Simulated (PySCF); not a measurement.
The multiplicity is imposed and other spin states were not computed.

Cartesian coordinates (Å):
```xyz
7

Zn     0.0297     0.2353    -0.0097
O     -1.4894    -0.6260     0.3476
C     -2.6885    -0.4406    -0.3723
H     -3.0853     0.6041    -0.3248
H     -3.4700    -1.1002     0.0710
H     -2.6114    -0.7164    -1.4536
Br     2.0326     1.1984    -0.2635
```
Charge 0, spin multiplicity 1.

Question: Give the LUMO, HOMO–LUMO gap, total energy, charge on the central atom (Mulliken) and charge on the central atom (meta-Löwdin) at the level PySCF with TPSSh-D3(BJ)/def2-TZVP // BP86-D3(BJ)/def2-SVP.

Answer: 
| Item | Value |
|---|---|
| LUMO | -1.85 eV |
| HOMO–LUMO gap | 5.05 eV |
| total energy | -4468.7079 Ha |
| charge on the central atom (Mulliken) | 0.55 e |
| charge on the central atom (meta-Löwdin) | 1.23 e |
